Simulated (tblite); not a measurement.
Compound: C6H11F3Ge.
Atom-mapped SMILES: `[CH3:1][Ge@@H:2]1[CH2:3][CH2:4][C@@H:5]([C:6]([F:7])([F:8])[F:9])[CH2:10]1` (hydrogens: H11, H12, H13 on C1; H14 on Ge2; H15, H16 on C3; H17, H18 on C4; H19 on C5; H20, H21 on C10)

Structure used (GFN2-xTB), in Å, numbered top down from 1:
```xyz
21
C6H11F3Ge angstrom
C      2.8882    0.9387   -0.0755
Ge     1.5067   -0.3437    0.5249
C      0.5924   -1.3102   -0.9598
C     -0.8917   -1.1216   -0.6594
C     -1.0988    0.3019   -0.1328
C     -2.5521    0.5355    0.2250
F     -2.7752    1.7870    0.6635
F     -2.9899   -0.2865    1.1917
F     -3.3776    0.3565   -0.8227
C     -0.1961    0.5317    1.0774
H      3.2729    1.5139    0.7609
H      2.4570    1.6265   -0.7980
H      3.7184    0.4221   -0.5468
H      2.0517   -1.2582    1.6014
H      0.8432   -0.8443   -1.9137
H      0.8411   -2.3655   -1.0373
H     -1.2056   -1.8239    0.1162
H     -1.5056   -1.2945   -1.5456
H     -0.8548    1.0179   -0.9244
H     -0.1098    1.5925    1.3030
H     -0.6234    0.0410    1.9516
```

Level: GFN2-xTB in tblite, geometry and Hessian alike; calculated harmonic values, unscaled, isolated species. Against measured fundamentals such values can be off by several per cent, at times by over 20. Modes of hydrogen on germanium can be 10 to 20 % off. One conformer, not necessarily the lowest.

Harmonic wavenumbers (cm⁻¹): 47.2, 63.4, 110.4, 117.9, 127.8, 161.2, 195.6, 227.4, 275.9, 361.1, 385.0, 433.0, 505.3, 512.0, 560.7, 570.3, 580.2, 601.9, 614.7, 656.4, 736.5, 770.0, 791.4, 813.0, 845.5, 916.7, 955.9, 1026.7, 1041.0, 1048.9, 1068.2, 1105.2, 1158.2, 1190.3, 1196.1, 1208.2, 1258.7, 1274.7, 1306.2, 1314.1, 1341.0, 1446.7, 1453.3, 1457.3, 1463.8, 1487.6, 1917.7, 2942.5, 2964.2, 2975.8, 2982.6, 2987.4, 3006.5, 3013.6, 3017.6, 3030.3, 3032.3.

A = 2128, B = 492.2, C = 460.1 MHz; mass 214.002 u (most abundant isotopes); point group C1, symmetry number 1.

**Question.** Zero-point energy?

**Answer.** ½Σν̃ = 34327 cm⁻¹ = 98.14 kcal/mol.

**Question.** Entropy at 500 K, 1 bar (ideal gas, RRHO, classical rotation)?

**Answer.** Translation 44.58, rotation 32.42, vibration 60.92: S = 137.9 cal/(mol K).

**Question.** And Cp and H(500 K) − H(0)?

**Answer.** Cp = 67.16 cal/(mol K), of which vibrations give 59.21 (their classical limit is 57 R = 113.3); H(500 K) − H(0) = 19.62 kcal/mol without the zero-point energy, 15.64 from vibrations.

**Question.** Blend soft modes into free rotors: weight 1/[1 + (100 cm⁻¹/ν̃)⁴] for the oscillator and the rest for a rotor with moment μB/(μ + B), μ = h/(8π²ν), B = 10⁻⁴⁴ kg m². What vibrational entropy results?

**Answer.** 56.75 cal/(mol K) in place of 60.92, which changes −T·S at 500 K by +2.08 kcal/mol.

**Question.** How do the functions run with temperature in this model?

**Answer.** 
```csv
T (K),S (cal/(mol K)),Cp (cal/(mol K)),H − H(0) (kcal/mol),G − H(0) (kcal/mol),ln q(vib)
100,74.6,21.3,1.42,-6.04,2.06
200,93.1,33.6,4.16,-14.46,5.29
300,109.1,46.2,8.15,-24.57,8.52
800,174.0,86.1,42.89,-96.33,23.97
1000,194.1,94.0,60.95,-133.20,29.51
```

q(vib) and H(0) count from the zero-point level.

**Question.** Which modes carry the vibrational entropy at 500 K?

**Answer.** 47.2 cm⁻¹: 5.96; 63.4 cm⁻¹: 5.37; 110.4 cm⁻¹: 4.27; 117.9 cm⁻¹: 4.14; 127.8 cm⁻¹: 3.99; 161.2 cm⁻¹: 3.53 cal/(mol K); the other 51 give 33.65 together.

Hindered rotation and anharmonicity are outside this model. Other conformers, if any are populated, would add a mixing term that is left out. The structure is chiral; the term R ln 2 for an equal mix with its mirror image is left out.

The run took 1.1 s on an Arm Neoverse V1 with one thread, shared host with 32 logical CPUs at a one-minute load of 13. This covers the Hessian and the dipole derivatives.
